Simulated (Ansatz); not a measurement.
Start from `Cl[SiH2][NH][GeH3]` and change one atom or group to get `[SiH3][NH][GeH3]`.

Ansatz, PBE0-D4/def2-TZVP geometries, multiplicity 1. Each molecule was computed in one conformer, which needn't be the lowest.

Scalar relativity is left out up to krypton.

```json
{"property": "LUMO energy (ωB97M-V/def2-TZVPP) / eV", "`Cl[SiH2][NH][GeH3]`": "1.64"}
{"property": "size of the dipole moment (ωB97M-V/def2-TZVPP) / D", "`Cl[SiH2][NH][GeH3]`": "2.12"}
{"property": "HOMO energy (ωB97M-V/def2-TZVPP) / eV", "`Cl[SiH2][NH][GeH3]`": "-10.09"}
{"property": "ideal-gas entropy at 298 K and 1 bar (rigid rotor, harmonic PBE0-D4/def2-TZVP) / J/(mol·K)", "`Cl[SiH2][NH][GeH3]`": "368"}
{"property": "size of the dipole moment (PBE/def2-TZVPP) / D", "`Cl[SiH2][NH][GeH3]`": "2.07"}
{"property": "HOMO–LUMO gap (PBE/def2-TZVPP) / eV", "`Cl[SiH2][NH][GeH3]`": "5.60"}
```

Q: What does the change do to each property? (Best estimate.)

A: Computed: 
```json
{"property": "LUMO energy (ωB97M-V/def2-TZVPP) / eV", "`[SiH3][NH][GeH3]`": "1.62", "shift": "-0.02"}
{"property": "size of the dipole moment (ωB97M-V/def2-TZVPP) / D", "`[SiH3][NH][GeH3]`": "1.07", "shift": "-1.05"}
{"property": "HOMO energy (ωB97M-V/def2-TZVPP) / eV", "`[SiH3][NH][GeH3]`": "-9.56", "shift": "0.53"}
{"property": "ideal-gas entropy at 298 K and 1 bar (rigid rotor, harmonic PBE0-D4/def2-TZVP) / J/(mol·K)", "`[SiH3][NH][GeH3]`": "343", "shift": "-25"}
{"property": "size of the dipole moment (PBE/def2-TZVPP) / D", "`[SiH3][NH][GeH3]`": "1.04", "shift": "-1.03"}
{"property": "HOMO–LUMO gap (PBE/def2-TZVPP) / eV", "`[SiH3][NH][GeH3]`": "5.10", "shift": "-0.50"}
```

Dipoles are sizes alone; their direction can turn. Modes under 60 cm⁻¹, often nearly free rotors, make the harmonic entropy too high.
